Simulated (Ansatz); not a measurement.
Ansatz (a quantum-chemistry and plane-wave program) input (CCSD(T)/6-31G):

Ansatz 0.2 input:
```yaml
crystal:
  periodic: [false, false, false]
  atoms:
    - {symbol: C, position_ang: [3.04448418, 0.17450908, 0.06909008]}
    - {symbol: S, position_ang: [1.66547981, 0.80666819, 1.10021814]}
    - {symbol: Si, position_ang: [-0.00709524, -0.01860992, 0.09814108]}
    - {symbol: Cl, position_ang: [0.14082833, 0.36937506, -1.94793233]}
    - {symbol: S, position_ang: [-0.05715307, -2.11025938, 0.42255815]}
    - {symbol: C, position_ang: [-1.34383709, -2.62512790, -0.77904823]}
    - {symbol: S, position_ang: [-1.78056701, 0.85182657, 0.85964477]}
    - {symbol: C, position_ang: [-1.66229598, 2.55120898, 0.17948696]}
    - {symbol: H, position_ang: [2.97937278, 0.57630399, -0.93865333]}
    - {symbol: H, position_ang: [3.03585608, -0.91221115, 0.04255070]}
    - {symbol: H, position_ang: [3.96088711, 0.51931716, 0.54324474]}
    - {symbol: H, position_ang: [-1.46875651, -3.69797072, -0.64899822]}
    - {symbol: H, position_ang: [-2.28488442, -2.12203158, -0.57153043]}
    - {symbol: H, position_ang: [-1.02004630, -2.41410011, -1.79484950]}
    - {symbol: H, position_ang: [-1.69616189, 2.52804385, -0.90658021]}
    - {symbol: H, position_ang: [-0.75014816, 3.03640265, 0.51758917]}
    - {symbol: H, position_ang: [-2.52512941, 3.09210183, 0.56219180]}
basis:
  gaussian:
    orbitals: 6-31G
magnetization: {spin_polarized: false}
correlation: {method: ccsd_t, electrons: outside_noble_gas}
```

End of the output:

```
integrals: 0.21 GiB planned
1369 factors; integrals over basis functions are off by at most 1.9e-4 eV
0.75 GiB of device memory are held for the factors and their scratch space
mean field: 0.98 GiB planned
mean field evaluation 1: about -56044.1363 eV, gradient 2.6e1 eV
mean field evaluation 2: about -56044.1373 eV, gradient 2.6e1 eV
mean field evaluation 4: about -56046.5836 eV, gradient 2.3e0 eV
mean field evaluation 8: about -56046.6064 eV, gradient 1.3e-2 eV
mean field evaluation 16: about -56046.6053 eV, gradient 3.1e-1 eV
mean field -56046.60635440 eV, -2059.6747937700 hartree, gradient 1.6e-6 eV, S^2 0.000000; 0 other end points of the search recorded, 0 dependent functions left out
28 core orbitals not correlated
reference -56046.60635440 eV, -2059.6747937700 hartree; 25, 25 occupied and 57, 57 virtual orbitals, 1369 factors
second order -14.27272599 eV of doubles, -0.00000000 eV of singles
coupled cluster: 0.99 GiB planned
cycle   1  -15.56446515 eV  change    -1.3e0 eV  update   1.1e-1
cycle   2  -16.15761272 eV  change   -5.9e-1 eV  update   3.6e-2
cycle   3  -16.28459146 eV  change   -1.3e-1 eV  update   1.4e-2
cycle   4  -16.29167058 eV  change   -7.1e-3 eV  update   3.6e-3
cycle   5  -16.29116156 eV  change    5.1e-4 eV  update   1.2e-3
cycle   6  -16.29074481 eV  change    4.2e-4 eV  update   3.8e-4
cycle   7  -16.29062056 eV  change    1.2e-4 eV  update   1.2e-4
cycle   8  -16.29059758 eV  change    2.3e-5 eV  update   4.3e-5
perturbative correction -0.40422397 eV, -0.0148549567 hartree
Total energy: -56063.30117595 eV, -2060.2883171458 hartree
```
